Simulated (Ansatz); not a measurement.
Compare A (`C#[C][Al]([OH])[OH]`) with its isomer B (`O=[C]1[CH2][Al]1[OH]`).

Program: Ansatz. Geometries: PBE0-D4/def2-TZVP. ΔE: electronic, gas phase. CBS: MP2 limit from def2 TZ/QZ plus the TZ coupled-cluster correction, frozen cores. Functionals use def2-TZVPP. B3LYP here is the variant with VWN-RPA as its local correlation; programs differ in this. One conformer a species, not always the lowest.

A:

```xyz
8

C     0.013   -2.452   -0.042
C     0.068   -1.244   -0.053
Al    0.103    0.650   -0.043
O    -1.161    1.561    0.609
O     1.435    1.440   -0.704
H    -0.028   -3.518   -0.036
H    -1.942    1.170    0.998
H     1.513    2.392   -0.728
```

B:

```xyz
8

O     0.174    0.268   -2.509
C    -0.077    0.288   -1.347
C    -0.774   -0.693   -0.471
Al    0.551    0.355    0.526
O     1.156    0.414    2.097
H    -1.536   -0.120    0.097
H    -1.181   -1.624   -0.869
H     1.688    1.112    2.476
```

Task: Which isomer does CCSD(T)/CBS put lower? Give the gap. (An estimate is asked.)

Result: Computed: A, by 258.8 kJ/mol.

Task: Give E(B) − E(A) in kJ/mol with r2SCAN-D4, B3LYP-D4, PBE-D4, LDA (SPW92), B2PLYP, CCSD(T)/def2-SVP, ωB97M-V. (An estimate is asked.)

Result: Ansatz gave: r2SCAN-D4 209.2, B3LYP-D4 232.3, PBE-D4 175.2, LDA (SPW92) 156.4, B2PLYP 246.0, CCSD(T)/def2-SVP 227.2, ωB97M-V 241.3. None reverses the order clearly.

Task: Does the order hold for the free energy at 298.15 K (harmonic terms from PBE0-D4)? (Best estimate.)

Result: Ansatz gave: Yes: G(B) − G(A) = +260.2 kJ/mol, for one conformer each.

Largest T1 diagnostic: 0.021.

At CCSD(T), def2-SVP lies −31.5 kJ/mol from the extrapolated value and def2-TZVPP −4.5 kJ/mol. From BLYP to BHLYP (50 % exact exchange), in def2-TZVPP and without D4, E(B) − E(A) moves by +50.6 kJ/mol.
